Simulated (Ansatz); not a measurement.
An input meant for DyCl₃ (charge 0, sextet).

```yaml
crystal:
  periodic: [false, false, false]
  atoms:
    - {symbol: Dy, position_ang: [0.008577, -0.000424, 0.108527]}
    - {symbol: Cl, position_ang: [2.440204, -0.022837, -0.003293]}
    - {symbol: Cl, position_ang: [-1.204735, 2.100689, -0.046948]}
    - {symbol: Cl, position_ang: [-1.244046, -2.077428, -0.058286]}
basis:
  gaussian: {orbitals: def2-mTZVPP}
magnetization: {spin_polarized: true, initial_magnetization: 6}
hamiltonian: {xc: {name: LC-wPBE}}
scf: {omitted_lower_state_checks: [starts]}
```

```sh
$ ansatz run in.yaml --threads 4 --pin off --events-out ev --progress --plain --max-ram 8704MiB
```

It prints (some lines left out):

```
Error: a molecule whose nuclei and cores have a total charge of 89 cannot have a net charge of 0 together with 6 unpaired electrons
```

(1) Something in this input is off. What?

Answers

(1) The number of unpaired electrons doesn't fit the electron count. The program refused the input.
